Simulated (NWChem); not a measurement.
# C$_{3}$H$_{3}$O$_{3}$, doublet; SMILES O1C[CH]OC1=O

```xyz
9

O     -0.0391    -1.9982     0.0243
C     -0.0150    -0.8160     0.0039
O      1.1251    -0.0626     0.0275
C      0.8023     1.2545    -0.0904
C     -0.6829     1.3581    -0.0101
O     -1.0817    -0.0021    -0.0450
H      1.5458     1.9712     0.2552
H     -1.0519     1.8246     0.9243
H     -1.1437     1.8954    -0.8576
```
Atoms are numbered in this order, from 1.

Computed with NWChem. Geometry optimised at PBE0/def2-SVP; all other runs use it. Pople sets run with spherical d functions. Spin-unrestricted. Not confirmed as a minimum by frequencies. Vzz has the sign of the potential's second derivative.

```csv
quantity,level,value
"lowest empty minus highest occupied level, either spin (eV)",PBE/6-31G*,(withheld)
Vzz O3 (a.u.),PBE0/6-31G*,1.426
"charge (e), ESP O1",UHF/6-31G*,-0.63
solvation free energy (kcal/mol) in diethyl ether,"PBE/6-31G*, SMD",(withheld)
dipole (D),PBE0/def2-SVP,4.67
```

Q: Complete the blanks.

A: 
- lowest empty minus highest occupied level, either spin (eV), value: 1.84
- solvation free energy (kcal/mol) in diethyl ether, value: -5.7
